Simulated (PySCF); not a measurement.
NMR data sheet: C₃H₁₁NO₂Si₂

```yaml
Formula: C3H11NO2Si2
SMILES: CO[Si@@H]([SiH3])NC(C)=O
Point_group_of_the_computed_structure: C1
Degrees_of_unsaturation: 1
Carbon_signals: 3
Proton_signals: 5
```

Numbering as in the mapped SMILES `[CH3:1][O:2][Si@@H:3]([SiH3:4])[NH:5][C:6]([CH3:7])=[O:8]`. Each H is labelled by its parent atom.

[PySCF: GFN2-xTB structure; GIAO PBE0/pcSseg-1 shieldings; non-relativistic; one averaged value for each set of equivalent atoms; one conformer; isolated molecule]

References, each an isolated molecule treated in the same way: $^{1}$H (31.72 ppm), $^{13}$C (186.93 ppm), $^{29}$Si (349.16 ppm) vs TMS; $^{15}$N (267.73 ppm) against NH3; H2O for $^{17}$O (336.08 ppm).

| carbon | δC, type | δH (multiplicity) | HMBC from (2–3 bonds) | span of the C tensor (ppm) |
| --- | --- | --- | --- | --- |
| C1 | 51.8, CH3 | 3.81 (s) | H(Si3) | 77 |
| C6 | 178.0, C | – | H(Si3), H(C7) | 171 |
| C7 | 25.5, CH3 | 1.95 (s) | – | 60 |

Other nuclei:
```csv
atoms,nucleus,environment,δ (ppm),σ (ppm)
H(Si3),$^{1}$H,"hydrogen on a silicon bonded to N, O, Si",5.67,26.04
H(N5),$^{1}$H,hydrogen on an amide-type nitrogen,4.53,27.19
H(Si4),$^{1}$H,hydrogen on a silicon bonded to Si,3.61,28.10
Si3,$^{29}$Si,"silicon bonded to N, O, Si, H",-8.7,357.8
Si4,$^{29}$Si,"silicon bonded to Si, 3 H",-130.7,479.8
N5,$^{15}$N,amide-type nitrogen,134.9,132.8
O8,$^{17}$O,amide-type carbonyl oxygen,438.2,-102.2
O2,$^{17}$O,"oxygen bonded to C, Si",5.4,330.7
```

- Carbon types of the structure: 1 × C, 2 × CH3, leaving 5 H on heteroatoms.
- δC 178.0: amide carbonyl carbon; it is a carbonyl in resonance with an O or N lone pair, the region of acids, esters and amides.
- δC 51.8: methyl carbon bonded to O; the inductive effect lowers its shielding.
- δH 4.53: hydrogen on an amide-type nitrogen; exchangeable; this is the value without hydrogen bonding to other molecules.
- δH 3.81: hydrogen on a methyl carbon bonded to O; its carbon carries O, hence the downfield position.
- δH 1.95: hydrogen on a methyl carbon α to a carbonyl; α to C=O.

OH and NH positions are those of a molecule without intermolecular hydrogen bonds; in solution they move with solvent, concentration and temperature, and exchange usually removes their couplings. Shifts are as computed. Against solution values, carbons near 30 ppm lie about +3 ppm off and those near 130 ppm about +5 ppm. Of 1211 compounds with measured shifts, 218 miss one by over three times the rms of a fit or turn the order of signals round; such compounds aren't used in these exercises. Hydrogen bonding in solution shields acid and N–H amide carbonyl oxygens by tens of ppm. Hydrogen bonding in solution deshields acid and N–H amide carbonyl carbons by as much as 10 ppm beyond these values. Unscaled 17O shifts of doubly bonded oxygen tend to come out too high, by tens of ppm or more. Experimental scales use liquid or dissolved standards, which lie at an offset from isolated NH3 (liquid NH3: subtract about 20 ppm) and H2O (liquid H2O: subtract about 36 ppm). Multiplicities follow the n + 1 count of equivalent neighbours, as no J values were calculated; m marks all less simple cases, F and P coupling included.
